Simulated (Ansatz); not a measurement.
`[SiH3]N[SiH2][SeH]` + `P[SiH2]Cl` → `P[SiH2][SeH]` + `[SiH3]N[SiH2]Cl`  (redistribution)

Computed with Ansatz on PBE0-D4/def2-TZVP structures; ΔE is electronic, products minus reactants. CBS: MP2 limit from def2 TZ/QZ plus the TZ coupled-cluster correction, frozen cores. DFT in def2-TZVPP. B3LYP here is the variant with VWN-RPA as its local correlation; programs differ in this. For Se outer-core shells are correlated without core-valence functions, which leaves a few kJ/mol of doubt a bond. Scalar relativity is left out up to krypton. One conformer a species, not always the lowest.

```json
{"level": "PBE0-D4", "ΔE (kcal/mol)": "-2.3"}
{"level": "B3LYP-D4", "ΔE (kcal/mol)": "-2.1"}
{"level": "PBE", "ΔE (kcal/mol)": "-2.3"}
{"level": "r2SCAN", "ΔE (kcal/mol)": "-2.3"}
{"level": "B3LYP", "ΔE (kcal/mol)": "-2.4"}
{"level": "SCS-MP2/def2-TZVPP", "ΔE (kcal/mol)": "-2.4"}
{"level": "CCSD/def2-TZVPP", "ΔE (kcal/mol)": "-2.4"}
{"level": "MP2/CBS(def2)", "ΔE (kcal/mol)": "-2.3"}
```

Q: What does CCSD(T)/CBS give? (Estimate.)

A: The calculation gave: -2.3 kcal/mol. The listed levels differ from it by 0.0, 0.2, 0.0, 0.0, -0.1, -0.1, -0.1, 0.0 kcal/mol.

Largest T1 diagnostic among the species: 0.012.
